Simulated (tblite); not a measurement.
Compound: C8H11P.
SMILES with atom numbers: `[CH3:1][CH:2]([CH3:3])[c:4]1[cH:5][cH:6][p:7][cH:8][cH:9]1` (hydrogens: H10, H11, H12 on C1; H13 on C2; H14, H15, H16 on C3; H17 on C5; H18 on C6; H19 on C8; H20 on C9)

Structure used (GFN2-xTB), in Å, numbered top down from 1:
```xyz
20
C8H11P angstrom
C     -1.8370   -0.2149    1.1386
C     -1.1206   -0.3836   -0.2036
C     -1.6788    0.5907   -1.2439
C      0.3711   -0.2082   -0.0459
C      0.8872    1.0057    0.3971
C      2.2288    1.2621    0.5720
P      3.5197    0.1422    0.2788
C      2.5917   -1.2250   -0.2427
C      1.2181   -1.2687   -0.3475
H     -1.7256    0.7993    1.5144
H     -2.8989   -0.4224    1.0245
H     -1.4264   -0.9012    1.8765
H     -1.3061   -1.4032   -0.5606
H     -1.5622    1.6203   -0.9143
H     -2.7381    0.4017   -1.4045
H     -1.1578    0.4735   -2.1921
H      0.1927    1.8052    0.6219
H      2.5184    2.2457    0.9224
H      3.1514   -2.1147   -0.5057
H      0.7673   -2.1938   -0.6886
```

All values are computed: GFN2-xTB (tblite) harmonic vibrations without scaling, gas phase. This tight-binding method is rough: wavenumbers can miss measured ones by several per cent, in bad cases by 10 to 20. One conformer, not necessarily the lowest.

Harmonic wavenumbers (cm⁻¹): 43.9, 96.3, 192.1, 202.5, 230.1, 242.5, 286.5, 314.5, 409.7, 442.5, 500.7, 543.0, 600.7, 690.4, 772.1, 820.4, 822.1, 839.9, 907.1, 916.8, 919.9, 947.1, 960.9, 985.8, 1079.0, 1134.5, 1149.5, 1177.2, 1214.9, 1227.3, 1284.6, 1311.8, 1337.2, 1370.9, 1399.0, 1405.0, 1419.9, 1494.1, 1494.8, 1496.7, 1505.0, 1506.2, 1570.6, 2926.7, 3026.1, 3026.1, 3029.6, 3030.6, 3031.9, 3033.2, 3039.3, 3040.2, 3041.7, 3050.6.

A = 3160, B = 827.7, C = 763.0 MHz; mass 138.060 u (most abundant isotopes); point group Cs, symmetry number 1.

**Question.** Zero-point energy?

**Answer.** Half the sum of the wavenumbers: 36271 cm⁻¹ = 433.90 kJ/mol.

**Question.** Give the ideal-gas entropy at 200 K and 1 bar in the rigid-rotor, harmonic-oscillator model (classical rotation).

**Answer.** Translation 162.01, rotation 118.31, vibration 65.45: S = 345.8 J/(mol K).

**Question.** And Cp and H(200 K) − H(0)?

**Answer.** Cp = 112.77 J/(mol K), of which vibrations give 79.52 (their classical limit is 54 R = 449.0); H(200 K) − H(0) = 14.10 kJ/mol without the zero-point energy, 7.45 from vibrations.

**Question.** What must be added to the electronic energy to get the Gibbs energy at 200 K and 1 bar?

**Answer.** ZPE + [H(200 K) − H(0)] − T·S = 433.90 + 14.10 − 69.15 = 378.85 kJ/mol.

**Question.** Which modes carry the vibrational entropy at 200 K?

**Answer.** 43.9 cm⁻¹: 17.93; 96.3 cm⁻¹: 11.53; 192.1 cm⁻¹: 6.26; 202.5 cm⁻¹: 5.88; 230.1 cm⁻¹: 5.01; 242.5 cm⁻¹: 4.67 J/(mol K); the other 48 give 14.16 together.

**Question.** How do the functions run with temperature in this model?

**Answer.** 
```
T (K)  S (J/(mol K))  Cp (J/(mol K))  H − H(0) (kJ/mol)  G − H(0) (kJ/mol)  ln q(vib)
  100          283.8            70.5               4.93             -23.46       1.27
  300          399.9           157.7              27.60             -92.36       5.69
  500          501.0           241.6              67.90            -182.59      10.54
  800          634.0           323.5             153.78            -353.43      17.87
 1000          710.2           358.7             222.19            -488.00      22.54
```

q(vib) and H(0) count from the zero-point level.

Hindered rotation and anharmonicity are outside this model. Other conformers, if any are populated, would add a mixing term that is left out.
